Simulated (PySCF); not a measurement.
## [CeOF]+ at several levels of theory

Computed with PySCF 2.14.0 (density fitting, no spin-orbit coupling) at the geometry relaxed with PBE0:

```xyz
3
[CeOF]+ (singlet)
Ce    0.0568    0.0000    0.3671
O     1.7650    0.0000    0.2888
F    -1.9052    0.0000    0.4375
```

```
level                                              basis    state  HOMO (eV)  gap (eV)  charge on Ce1 (e)  population of f-type functions on Ce1 (core shells left out)  dipole about the centre of mass (D)  largest force component (eV/Å)
 PBE0     Ce def2-SVP with ECP28, O def2-SVP, F def2-SVP  singlet     -14.42      6.06               1.32                                                          1.31                                 0.54                            0.01
TPSSh                                           the same  singlet     -13.41      3.95               1.31                                                          1.35                                 0.59                            0.94
 PBE0  Ce def2-TZVP with ECP28, O def2-TZVP, F def2-TZVP  singlet     -14.46      6.02               1.53                                                          1.30                                 0.46                            0.13
```

Charges are Mulliken's, which hang on the basis. The relaxation used the grid (50, 194), these runs (75, 302) or, all-electron (x2c bases, spin-free X2C Hamiltonian), (99, 590).

Problem. What does revPBE with Ce def2-SVP with ECP28, O def2-SVP, F def2-SVP give here?

Solution. state singlet, HOMO (eV) -12.65, gap (eV) 2.18, charge on Ce1 (e) 1.21, population of f-type functions on Ce1 (core shells left out) 1.43, dipole about the centre of mass (D) 0.60, largest force component (eV/Å) 1.80. Time: 4.9 s on 2 threads of Intel(R) Xeon(R) Platinum 8559C (Emerald Rapids), with other jobs on the host, from an already converged density.

In the first row's basis the gap widens with exact exchange: 2.2 eV for revPBE (none); 3.9 to 6.1 eV for TPSSh, PBE0 (a fixed share).

No frequency check is given that shows the relaxed geometry to be a minimum. No other spin state of this charge was computed.
